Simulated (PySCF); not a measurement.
Molecule: `C=CC1c2ccccc21`, C9H8.

Bonds (- single, = double, # triple, : aromatic): C1=C2, C2-C3, C3-C4, C4:C5, C5:C6, C6:C7, C7:C8, C8:C9, C9-C3, C9:C4. C1 carries H10, H11; C2 carries H12; C3 carries H13; C5 carries H14; C6 carries H15; C7 carries H16; C8 carries H17. H10 is cis to C3; H11 is trans to C3.

Frames of a GFN2-xTB Langevin trajectory at 200 K; GIAO PBE0/pcSseg-1 shieldings in PySCF 2.14, gas phase, non-relativistic; equivalent atoms averaged within each frame.

δ = σ(ref) − σ, references computed at the same level: TMS for $^{13}$C (σref 186.93) and $^{1}$H (σref 31.72). The references are static minima.

How do the shifts (ppm) fluctuate along the trajectory?

## Answers


```tsv
time (fs)	C2	C6/C7	C4/C9	C5/C8	C1	C3	H15/H16	H14/H17	H12	H10
250	145.3	139.6	137.0	118.9	112.7	44.1	7.81	7.58	5.74	5.37
425	160.4	129.9	135.3	118.6	122.5	38.7	7.24	7.62	5.68	5.41
625	148.8	142.1	137.2	119.0	116.2	39.8	7.53	7.78	5.73	5.89
800	154.5	132.1	138.2	120.0	121.1	38.3	7.40	7.69	5.77	5.31
1000	153.2	137.8	140.4	121.7	124.6	48.2	7.45	7.66	6.57	6.42
mean of frames	152.4	136.3	137.6	119.7	119.4	41.8	7.49	7.66	5.90	5.68
standard deviation	5.8	5.1	1.9	1.3	4.9	4.2	0.21	0.08	0.38	0.47
```

5 frames give an uncertainty of the mean of about the standard deviation over 2.2 at best, since frames this close in time may not be independent; classical motion lacks zero-point vibration, and the reference would need the same averaging.
